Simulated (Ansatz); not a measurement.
| atom | x (Å) | y (Å) | z (Å) |
| --- | --- | --- | --- |
| C | 0.0000 | 0.0000 | 0.0000 |
| N | 0.0000 | 0.0000 | 1.7550 |

Basis set: pcseg-2 (spherical functions). Charge 0, multiplicity 2.

Computed with Ansatz (development build ahead of 0.2.0); each method stands on the lowest determinant of its kind that the runs found.

The atomization energy at this shape (free ground-state atoms in the same class of orbitals less the molecule, no zero-point energy) of doublet CN:

```
method  atomization energy
  ROHF       -195.0 kJ/mol
```

(1) What does PBE (unrestricted) give?

## Answers

(1) 348.3 kJ/mol. Caution: the shape is not the minimum. Caution for PBE (unrestricted): the unrestricted determinant is spin contaminated. Caution for ROHF: stretched shape with no unrestricted run beside it, a lower state can exist; the molecule lies well above its atoms at this level.
